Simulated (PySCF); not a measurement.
Spin states of GeCl

Unrestricted PBE0; basis Ge def2-TZVPP, Cl def2-TZVPP; no relativity; PySCF 2.14. Outer shells of the fragments: Ge 3d10 4s2 4p2; Cl 3s2 3p5.

Followed along the bond (rough minima from three points):

```json
{"2Ms+1": "2", "unpaired": "π ↑", "⟨S²⟩ at the start": "0.75", "R at minimum (Å)": "2.18", "Te (eV)": "0.00"}
{"2Ms+1": "4", "unpaired": "σ ↑, π ↑↑", "⟨S²⟩ at the start": "3.75", "R at minimum (Å)": "2.19", "Te (eV)": "3.40"}
```

Solutions found at the starting distance of 2.130 Å, counted from the lowest of them; the search is not exhaustive and high or unbound solutions are not listed, so other states can lie among these:

```csv
2Ms+1,unpaired,term,E (eV),⟨S²⟩,⟨Lz²⟩,μ (D)
2,π ↑,²Π,0.00,0.75,1.01,-1.36
2,σ ↑,²Σ⁺,3.25,0.75,0.00,-0.99
4,"σ ↑, π ↑↑",⁴Σ⁻,3.41,3.75,0.00,-0.68
2,"σ ↑, π ↑↓",mixed,4.27,1.76,2.02,-0.20
2,"σ ↓, π ↑↑",mixed,4.42,1.77,0.00,0.16
4,π ↑↑↑,⁴Π,5.11,3.76,1.01,3.18
4,"σ ↑↑, π ↑",⁴Π,6.43,3.76,1.00,-0.11
4,"σ ↑, π ↑↑",mixed,7.71,3.76,2.02,3.17
4,"σ ↑, π ↑↑",mixed,7.92,3.76,2.02,3.18
```

A term symbol is given only where ⟨S²⟩ and ⟨Lz²⟩ are close to those of a pure state; real π, δ and φ orbitals otherwise mix terms. A positive dipole means Ge(−)Cl(+).

Spin–orbit coupling is left out. Counting both spins, an empty level lies below a filled one in some of these solutions, because spin and occupation are held.
